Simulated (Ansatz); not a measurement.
C4H10Br2F2Ga2 (`C[CH2][Ga@-]1([F])[Br+][Ga@@-]([F])([CH2]C)[Br+]1`). The species carries charge 0 and has multiplicity 1. The geometry is a stationary point of PBE0-D4/def2-TZVP. It is one conformer, not always the lowest.

```xyz
20

C    -0.586    3.005    2.362
C    -0.946    1.529    2.477
Ga   -0.753    0.558    0.791
F    -1.762    0.728   -0.640
Br   -0.583   -1.910    1.042
Ga    1.460   -1.716   -0.397
F     2.745   -2.271    0.659
C     1.092   -2.250   -2.241
C    -0.116   -1.552   -2.849
Br    1.546    0.772   -0.151
H     0.449    3.145    2.038
H    -1.228    3.526    1.649
H    -0.693    3.508    3.327
H    -0.313    1.020    3.208
H    -1.982    1.397    2.803
H     2.003   -2.045   -2.811
H     0.966   -3.336   -2.231
H    -0.277   -1.885   -3.878
H    -1.030   -1.757   -2.289
H     0.007   -0.467   -2.869
```

Task: What is the dipole moment at r2SCAN/def2-TZVPP? (Estimate.)

Result: Ansatz gave: 1.07 D, with components (-0.73, 0.77, 0.19) D in this frame, pointing from negative to positive charge.

Task: And with PBE, B3LYP, ωB97M-V? (Estimate.)

Result: Computed: PBE 1.07 D, B3LYP 1.07 D, ωB97M-V 1.03 D.

Task: Give the Mulliken charges with r2SCAN, B3LYP, ωB97M-V in def2-TZVPP. (An estimate is asked.)

Result: Computed: 
```tsv
atom	r2SCAN	B3LYP	ωB97M-V
C1	-0.15	-0.28	-0.33
C2	-0.14	-0.19	-0.30
Ga3	0.64	0.66	0.64
F4	-0.38	-0.39	-0.38
Br5	-0.26	-0.27	-0.23
Ga6	0.65	0.66	0.65
F7	-0.37	-0.37	-0.36
C8	-0.17	-0.22	-0.32
C9	-0.14	-0.26	-0.32
Br10	-0.27	-0.27	-0.24
H11	0.05	0.09	0.11
H12	0.06	0.10	0.12
H13	0.05	0.09	0.12
H14	0.07	0.10	0.13
H15	0.06	0.09	0.12
H16	0.07	0.09	0.12
H17	0.07	0.09	0.12
H18	0.05	0.09	0.11
H19	0.06	0.10	0.12
H20	0.06	0.10	0.12
```

B3LYP here is the variant with VWN-RPA as its local correlation; programs differ in this.
